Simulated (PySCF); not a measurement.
# PI: energy against distance

Set-up: PySCF, scalar-relativistic core potentials, basis sets P def2-SVPD, I def2-SVPD with ECP28. Energies in eV from P + I in their ground configurations at the same level. State: ³Σ⁻ (triplet), unpaired electrons π ↑↑.

All columns are PBE. A positive dipole means P(−)I(+).

```
R (Å)  E (eV)  μ (D)  Mulliken charge on P (basis-dependent)  HOMO (eV)  LUMO (eV)  Mayer bond order  ⟨S²⟩
2.067  -1.552   1.16                                   -0.21      -4.92      -3.48              1.85  2.00
2.163  -2.211   0.90                                   -0.17      -5.11      -3.62              1.76  2.00
2.259  -2.571   0.61                                   -0.13      -5.30      -3.76              1.69  2.00
2.331  -2.701   0.38                                   -0.10      -5.43      -3.85              1.63  2.00
2.403  -2.744   0.14                                   -0.07      -5.56      -3.95              1.58  2.01
2.475  -2.722  -0.10                                   -0.04      -5.68      -4.03              1.53  2.01
2.571  -2.622  -0.42                                    0.00      -5.83      -4.14              1.46  2.01
2.691  -2.423  -0.81                                    0.04      -5.98      -4.27              1.39  2.01
2.836  -2.129  -1.26                                    0.09      -6.13      -4.41              1.30  2.01
3.028  -1.709  -1.81                                    0.14      -6.23      -4.95              1.19  2.03
```

A fit through these points gives, at Re = 2.412 Å, μ = 0.11 D and dμ/dR = -3.33 D/Å; the reduced mass is 24.9 u.

Q: How strong is the fundamental in the double-harmonic approximation, I = 42.26·(dμ/dR)²/μred km/mol?

A: I = 42.26·(-3.33)²/24.9 = 18.8 km/mol at PBE.

Spin–orbit coupling is left out, which matters for elements this heavy, above all for dissociation energies. The state is the lowest determinant that a PBE0 search found; another state may lie lower at other levels.
